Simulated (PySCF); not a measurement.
Computed IR spectrum (relative IR intensity) of a molecule C3H10FNSi. Geometry: PBE-D3(BJ)/def2-SVP. One conformer was computed; it need not be the lowest. Computed with PySCF with PBE-D3(BJ)/def2-SVP. Frequencies are harmonic and unscaled.

Lines under 2 % of the strongest are left out, and lines within 2 cm⁻¹ are merged.

ν (cm⁻¹): 118 (vw), 185 (vw), 228 (w), 254 (vw), 274 (vw), 338 (w), 350 (vw), 404 (s), 433 (s), 524 (w), 589 (vw), 810 (w), 823 (w), 865 (vs), 882 (m), 890 (m), 899 (w), 919 (w), 959 (vw), 1109 (w), 1326 (w), 1336 (w), 1409 (vw), 1428 (vw), 1496 (w), 2150 (s), 2170 (s), 2959 (w), 2962 (w), 3048 (vw), 3050 (w), 3064 (w), 3068 (w), 3485 (w), 3580 (w) (against the strongest line: vs over 80 %, s over 45 %, m over 15 %, w over 4 %, vw less)

Question: Identify the compound among the candidates.
A. CC(C)(F)[SiH2]N
B. CC[Si@](C)(N)F
C. CN[Si@@H](C)CF
D. CN(C)[Si@H](C)F

Answer: A, CC(C)(F)[SiH2]N
